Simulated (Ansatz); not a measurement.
Nudged elastic band run: ClFGeH₂

Input:

```yaml
crystal:
  periodic: [false, false, false]
  atoms:
    - { symbol: Ge, position_ang: [0.334716, -0.055183, 0.089141] }
    - { symbol: Cl, position_ang: [0.686214, -0.002998, 2.218391] }
    - { symbol: H, position_ang: [1.677247, 0.045588, -0.644929] }
    - { symbol: F, position_ang: [-0.572906, 1.376978, -0.307733] }
    - { symbol: H, position_ang: [-0.555471, -1.258285, -0.24417] }
basis:
  gaussian: { orbitals: def2-SVP }
hamiltonian:
  xc: b3lyp
  dispersion: d4
neb:
  order_check: false
  images: 7
  f_tol: 0.05
  max_iterations: 60
  max_displacement: 0.02
  optimiser: lbfgs
  final_atoms:
    - { symbol: Ge, position_ang: [-0.27379894, -0.31990005, -0.86085171] }
    - { symbol: Cl, position_ang: [1.50028815, -0.2089721, 1.42931397] }
    - { symbol: H, position_ang: [2.4573556, 0.44022676, 0.84790549] }
    - { symbol: F, position_ang: [-0.92043795, 1.29661224, -0.52081] }
    - { symbol: H, position_ang: [-1.19360686, -1.10186685, 0.21514225] }
  initial_path:
    images:
      - { positions_ang: [[0.334716, -0.055183, 0.089141], [0.686214, -0.002998, 2.218391], [1.677247, 0.045588, -0.644929], [-0.572906, 1.376978, -0.307733], [-0.555471, -1.258285, -0.24417]] }
      - { positions_ang: [[0.25109283, -0.04124496, 0.06676354], [0.85166208, -0.00280857, 2.16616448], [1.69318897, 0.03363487, -0.43878762], [-0.62674937, 1.37595891, -0.37085127], [-0.5993945, -1.25944025, -0.31258912]] }
      - { positions_ang: [[0.16746965, -0.02730692, 0.04438609], [1.01711015, -0.00261914, 2.11393795], [1.70913093, 0.02168175, -0.23264625], [-0.68059273, 1.37493982, -0.43396955], [-0.643318, -1.26059551, -0.38100824]] }
      - { positions_ang: [[0.08384648, -0.01336888, 0.02200863], [1.18255823, -0.00242971, 2.06171143], [1.7250729, 0.00972862, -0.02650487], [-0.7344361, 1.37392074, -0.49708782], [-0.6872415, -1.26175076, -0.44942736]] }
      - { positions_ang: [[0.0002233, 0.00056916, -0.00036882], [1.3480063, -0.00224029, 2.0094849], [1.74101487, -0.00222451, 0.1796365], [-0.78827947, 1.37290165, -0.5602061], [-0.731165, -1.26290601, -0.51784648]] }
      - { positions_ang: [[-0.06828226, -0.07954815, -0.21548954], [1.38607676, -0.05392324, 1.86444217], [1.92010005, 0.10838831, 0.34670375], [-0.82131909, 1.3538293, -0.55035707], [-0.84677547, -1.22264622, -0.3345993]] }
      - { positions_ang: [[-0.13678782, -0.15966545, -0.43061027], [1.42414723, -0.10560619, 1.71939943], [2.09918523, 0.21900113, 0.513771], [-0.85435871, 1.33475694, -0.54050805], [-0.96238593, -1.18238643, -0.15135211]] }
      - { positions_ang: [[-0.20529338, -0.23978275, -0.64573099], [1.46221769, -0.15728914, 1.5743567], [2.27827042, 0.32961394, 0.68083824], [-0.88739833, 1.31568459, -0.53065903], [-1.0779964, -1.14212664, 0.03189507]] }
      - { positions_ang: [[-0.27379894, -0.31990005, -0.86085171], [1.50028815, -0.2089721, 1.42931397], [2.4573556, 0.44022676, 0.84790549], [-0.92043795, 1.29661224, -0.52081], [-1.19360686, -1.10186685, 0.21514225]] }
```

Run as:

```bash
$ ansatz run input.yaml --threads 1 --pin off --max-ram 2048MiB --backend cpu --events-out ev --progress --plain --runs-dir out
```

Output, in part (warnings, iteration lines, the closing report on the highest movable image, with atoms numbered from 0):

```
NEB end point (image 0): max|allowed force component| = 1.217e-2 eV/Å (the criterion of neb.relax_end_points is 1.000e-2)
NEB end point (image 8): max|allowed force component| = 2.657e-2 eV/Å (the criterion of neb.relax_end_points is 1.000e-2)
NEB iter   1: max|band force component| = 7.391e0 eV/Å  barrier→ = 3.8561 eV  barrier← = 2.2752 eV  Δτ_max = 0.0200 Å  (231 SCF iters)
NEB iter   2: max|band force component| = 6.455e0 eV/Å  barrier→ = 3.6324 eV  barrier← = 2.0514 eV  Δτ_max = 0.0200 Å  (190 SCF iters)
NEB iter   3: max|band force component| = 5.819e0 eV/Å  barrier→ = 3.4405 eV  barrier← = 1.8595 eV  Δτ_max = 0.0200 Å  (192 SCF iters)
NEB iter   4: max|band force component| = 5.293e0 eV/Å  barrier→ = 3.2784 eV  barrier← = 1.6974 eV  Δτ_max = 0.0200 Å  (187 SCF iters)
NEB iter   5: max|band force component| = 4.854e0 eV/Å  barrier→ = 3.1382 eV  barrier← = 1.5572 eV  Δτ_max = 0.0200 Å  (185 SCF iters)
NEB iter   6: max|band force component| = 4.447e0 eV/Å  barrier→ = 3.0131 eV  barrier← = 1.4321 eV  Δτ_max = 0.0200 Å  (180 SCF iters)
NEB iter   7: max|band force component| = 4.080e0 eV/Å  barrier→ = 2.9014 eV  barrier← = 1.3204 eV  Δτ_max = 0.0200 Å  (181 SCF iters)
NEB iter   8: max|band force component| = 3.719e0 eV/Å  barrier→ = 2.7997 eV  barrier← = 1.2187 eV  Δτ_max = 0.0200 Å  (181 SCF iters)
NEB iter   9: max|band force component| = 3.387e0 eV/Å  barrier→ = 2.7082 eV  barrier← = 1.1272 eV  Δτ_max = 0.0200 Å  (181 SCF iters)
NEB iter  10: max|band force component| = 3.046e0 eV/Å  barrier→ = 2.6240 eV  barrier← = 1.0431 eV  Δτ_max = 0.0200 Å  (180 SCF iters)
NEB iter  11: max|band force component| = 2.741e0 eV/Å  barrier→ = 2.5488 eV  barrier← = 0.9679 eV  Δτ_max = 0.0200 Å  (185 SCF iters)
NEB iter  12: max|band force component| = 2.409e0 eV/Å  barrier→ = 2.4789 eV  barrier← = 0.8979 eV  Δτ_max = 0.0200 Å  (184 SCF iters)
NEB iter  13: max|band force component| = 2.135e0 eV/Å  barrier→ = 2.4174 eV  barrier← = 0.8364 eV  Δτ_max = 0.0200 Å  (183 SCF iters)
NEB iter  14: max|band force component| = 1.822e0 eV/Å  barrier→ = 2.3600 eV  barrier← = 0.7790 eV  Δτ_max = 0.0200 Å  (181 SCF iters)
NEB iter  15: max|band force component| = 1.573e0 eV/Å  barrier→ = 2.3115 eV  barrier← = 0.7305 eV  Δτ_max = 0.0200 Å  (176 SCF iters)
NEB iter  16: max|band force component| = 1.310e0 eV/Å  barrier→ = 2.2659 eV  barrier← = 0.6849 eV  Δτ_max = 0.0200 Å  (178 SCF iters)
NEB iter  17: max|band force component| = 1.056e0 eV/Å  barrier→ = 2.2263 eV  barrier← = 0.6453 eV  Δτ_max = 0.0200 Å  (175 SCF iters)
NEB iter  18: max|band force component| = 8.539e-1 eV/Å  barrier→ = 2.1923 eV  barrier← = 0.6113 eV  Δτ_max = 0.0200 Å  (175 SCF iters)
NEB iter  19: max|band force component| = 6.344e-1 eV/Å  barrier→ = 2.1607 eV  barrier← = 0.5797 eV  Δτ_max = 0.0200 Å  (177 SCF iters)
NEB iter  20: max|band force component| = 1.195e0 eV/Å  barrier→ = 2.1422 eV  barrier← = 0.5612 eV  CI = image 4  Δτ_max = 0.0177 Å  (175 SCF iters)
NEB iter  21: max|band force component| = 1.054e0 eV/Å  barrier→ = 2.1714 eV  barrier← = 0.5904 eV  CI = image 4  Δτ_max = 0.0200 Å  (171 SCF iters)
NEB iter  22: max|band force component| = 8.857e-1 eV/Å  barrier→ = 2.2011 eV  barrier← = 0.6201 eV  CI = image 4  Δτ_max = 0.0200 Å  (164 SCF iters)
NEB iter  23: max|band force component| = 7.197e-1 eV/Å  barrier→ = 2.2257 eV  barrier← = 0.6447 eV  CI = image 4  Δτ_max = 0.0200 Å  (165 SCF iters)
NEB iter  24: max|band force component| = 5.553e-1 eV/Å  barrier→ = 2.2439 eV  barrier← = 0.6629 eV  CI = image 4  Δτ_max = 0.0200 Å  (167 SCF iters)
NEB iter  25: max|band force component| = 3.924e-1 eV/Å  barrier→ = 2.2559 eV  barrier← = 0.6749 eV  CI = image 4  Δτ_max = 0.0200 Å  (172 SCF iters)
NEB iter  26: max|band force component| = 3.278e-1 eV/Å  barrier→ = 2.2624 eV  barrier← = 0.6814 eV  CI = image 4  Δτ_max = 0.0200 Å  (170 SCF iters)
NEB iter  27: max|band force component| = 2.789e-1 eV/Å  barrier→ = 2.2636 eV  barrier← = 0.6826 eV  CI = image 4  Δτ_max = 0.0200 Å  (176 SCF iters)
NEB iter  28: max|band force component| = 2.302e-1 eV/Å  barrier→ = 2.2613 eV  barrier← = 0.6803 eV  CI = image 4  Δτ_max = 0.0200 Å  (178 SCF iters)
NEB iter  29: max|band force component| = 2.231e-1 eV/Å  barrier→ = 2.2572 eV  barrier← = 0.6762 eV  CI = image 4  Δτ_max = 0.0200 Å  (178 SCF iters)
NEB iter  30: max|band force component| = 2.286e-1 eV/Å  barrier→ = 2.2517 eV  barrier← = 0.6707 eV  CI = image 4  Δτ_max = 0.0033 Å  (179 SCF iters)
NEB iter  31: max|band force component| = 1.921e-1 eV/Å  barrier→ = 2.2530 eV  barrier← = 0.6720 eV  CI = image 4  Δτ_max = 0.0174 Å  (161 SCF iters)
NEB iter  32: max|band force component| = 1.275e-1 eV/Å  barrier→ = 2.2578 eV  barrier← = 0.6769 eV  CI = image 4  Δτ_max = 0.0176 Å  (183 SCF iters)
NEB iter  33: max|band force component| = 1.835e-1 eV/Å  barrier→ = 2.2575 eV  barrier← = 0.6765 eV  CI = image 4  Δτ_max = 0.0036 Å  (178 SCF iters)
NEB iter  34: max|band force component| = 8.115e-2 eV/Å  barrier→ = 2.2574 eV  barrier← = 0.6764 eV  CI = image 4  Δτ_max = 0.0024 Å  (152 SCF iters)
NEB iter  35: max|band force component| = 6.625e-2 eV/Å  barrier→ = 2.2574 eV  barrier← = 0.6764 eV  CI = image 4  Δτ_max = 0.0053 Å  (152 SCF iters)
NEB iter  36: max|band force component| = 5.581e-2 eV/Å  barrier→ = 2.2576 eV  barrier← = 0.6766 eV  CI = image 4  Δτ_max = 0.0087 Å  (158 SCF iters)
NEB iter  37: max|band force component| = 1.350e-1 eV/Å  barrier→ = 2.2576 eV  barrier← = 0.6766 eV  CI = image 4  Δτ_max = 0.0021 Å  (165 SCF iters)
NEB iter  38: max|band force component| = 6.180e-2 eV/Å  barrier→ = 2.2576 eV  barrier← = 0.6766 eV  CI = image 4  Δτ_max = 0.0017 Å  (144 SCF iters)
NEB iter  39: max|band force component| = 4.822e-2 eV/Å  barrier→ = 2.2575 eV  barrier← = 0.6766 eV  CI = image 4  Δτ_max = 0.0000 Å  (322 SCF iters)
Total energy: -71778.51842291 eV, -2637.8118988148 hartree
Atom 0 at     0.232513    -0.059886    -0.431652 Å, force     0.000034    -0.001258    -0.004875 eV/Å
Atom 1 at     1.230052    -0.060252     1.926571 Å, force     0.000071    -0.001818    -0.020360 eV/Å
Atom 2 at     1.692312     0.093865     0.316287 Å, force    -0.013741    -0.001407     0.015162 eV/Å
Atom 3 at    -0.792100     1.356978    -0.429415 Å, force     0.003692     0.000306     0.001830 eV/Å
Atom 4 at    -0.792977    -1.224606    -0.271091 Å, force     0.009945     0.004178     0.008243 eV/Å
Dipole moment:     0.122900    -0.324164    -0.404916 e Å
```

The forces met the threshold. Another band between the same ends (7 images) ends at a top of the same energy, where a vibrational analysis finds 1 clearly imaginary mode. The orbitals stay closed-shell, which can raise the energy where a bond breaks towards radicals; this wasn't checked here.

Final band (atoms are numbered from 1 in the order of the input):

```csv
image,path coordinate (Å),energy (kcal/mol),Ge1–Cl2 (Å),Ge1–H3 (Å),Cl2–H3 (Å)
0,0.00,0.0,2.16,1.53,3.03
1,0.34,3.8,2.17,1.52,2.72
2,0.68,17.6,2.23,1.51,2.36
3,1.02,40.3,2.37,1.53,2.02
4,1.37,52.1,2.56,1.65,1.68
5,1.76,43.5,2.79,2.01,1.36
6,2.16,39.4,2.97,2.50,1.30
7,2.56,37.3,2.92,2.93,1.29
8,2.97,36.5,2.90,3.31,1.29
```

Run time: 9.9 min on 1 thread of Arm Neoverse V2, with other jobs on the host, peak memory 0.15 GiB.
